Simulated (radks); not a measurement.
Spherical quantum dot in the effective-mass picture: electrons in a hard-walled sphere of radius 5.97, all in effective atomic units (hartree* = m*/eps^2 hartree, bohr* = eps/m* bohr), one dielectric constant everywhere. Method: non-relativistic Kohn-Sham, LDA (Slater exchange, Perdew-Wang correlation), spin-polarised, spherical densities; computed with a radial shooting solver with Libxc functionals. Levels are named by radial order and angular momentum (1s, 1p, 1d, 2s, ...), and open shells are averaged over m.

N = 20, configuration 1s2 1p6 1d10 1f(up 2, down 0). This is the lowest configuration that the search found. Occupied and some empty levels:

| level | occupation | eigenvalue (hartree*) | <r> (bohr*) |
|---|---|---|---|
| 1s up | 1 | 4.2329 | 4.230 |
| 1s down | 1 | 4.2468 | 4.219 |
| 1p up | 3 | 4.2969 | 4.324 |
| 1p down | 3 | 4.3112 | 4.318 |
| 1d up | 5 | 4.4136 | 4.420 |
| 1d down | 5 | 4.4284 | 4.417 |
| 1f up | 2 | 4.5774 | 4.508 |
| 1f down | 0 | 4.5925 | 4.506 |
| 1g up | 0 | 4.7845 | 4.586 |
| 1g down | 0 | 4.7999 | 4.584 |
| 2s up | 0 | 4.8133 | 2.685 |
| 2s down | 0 | 4.8177 | 2.681 |
| 2p up | 0 | 5.0356 | 3.142 |
| 2p down | 0 | 5.0419 | 3.138 |
| 2d up | 0 | 5.3093 | 3.430 |
| 2d down | 0 | 5.3171 | 3.425 |

Energy (hartree*): total 47.0232, kinetic 10.243, external 0, Hartree 42.333, exchange-correlation -5.5524.
